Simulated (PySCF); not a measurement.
**C₆ coefficients of unlike pairs at PBE0**

Calculated with PySCF 2.14 from the dipole response of each species, C₆(A,B) = (3/π) ∫ α_A(iu) α_B(iu) du, in atomic units, from isotropic polarisabilities. For ions this is the dispersion term alone; charge-induced terms of lower order in 1/R come first.

```json
{"species": "S⁺", "configuration": "[Ne] 3s2 3p3 (4S)", "basis": "aug-cc-pV(T+d)Z with one added diffuse shell each of s, p, d, f type (7s6p5d3f)", "relativity": "none", "α (bohr³)": "10.89", "C₆ (like pair)": "53.61"}
{"species": "Cs⁺", "configuration": "[Xe] (1S)", "basis": "aug-cc-pVQZ-X2C (10s9p7d4f2g)", "relativity": "spin-free X2C", "α (bohr³)": "15.80", "C₆ (like pair)": "134.7"}
{"species": "Nb³⁺", "configuration": "[Kr] 4d2 (3F)", "basis": "def2-TZVPPD with the def2 core potential (28 electrons) (6s4p3d2f1g)", "relativity": "core potential", "α (bohr³)": "5.754", "C₆ (like pair)": "24.94"}
{"species": "Xe²⁺", "configuration": "[Kr] 4d10 5s2 5p4 (3P)", "basis": "aug-cc-pVTZ-PP with one added diffuse shell each of d, f type with ECP28MDF (6s5p5d3f)", "relativity": "core potential", "α (bohr³)": "12.78", "C₆ (like pair)": "88.62"}
```

(1) Estimate C₆ for Xe²⁺ with Nb³⁺.

No spin-orbit coupling is included.

The other pairs:

```csv
pair,C₆
"Xe²⁺, S⁺",68.61
"Nb³⁺, Cs⁺",56.86
"Nb³⁺, S⁺",35.09
"Cs⁺, S⁺",84.60
"Xe²⁺, Cs⁺",109.2
```

## Answers

(1) The integral gives 46.14. The combination rule 2 C_A C_B / (C_A α_B/α_A + C_B α_A/α_B) gives 46.39 and the geometric mean 47.02.
